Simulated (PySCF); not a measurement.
WF₃, SMILES [F][W]([F])[F] (connectivity only; charge and spin as stated), neutral, multiplicity 4.

The structure is a stationary point at PBE-D3(BJ)/def2-TZVP. The spin state was assumed, not searched. The def2 effective core potentials stand for the cores of W; spin–orbit coupling is left out.

Calculation: PBE-D3(BJ)/def2-TZVP (PySCF).

Frequencies are harmonic and unscaled.

Modes within 1.5 cm⁻¹ of each other (mostly degenerate sets) share a row, with their intensities summed.

```csv
mode,ν (cm⁻¹),IR (km/mol),moving atoms (share of kinetic energy)
1,144,4.7,"F 76 %, W 24 %"
2–3,155,5.7,"F 91 %, W 9 %"
4–5,666,284.4,"F 85 %, W 15 %"
6,668,0.0,F 100 %
```
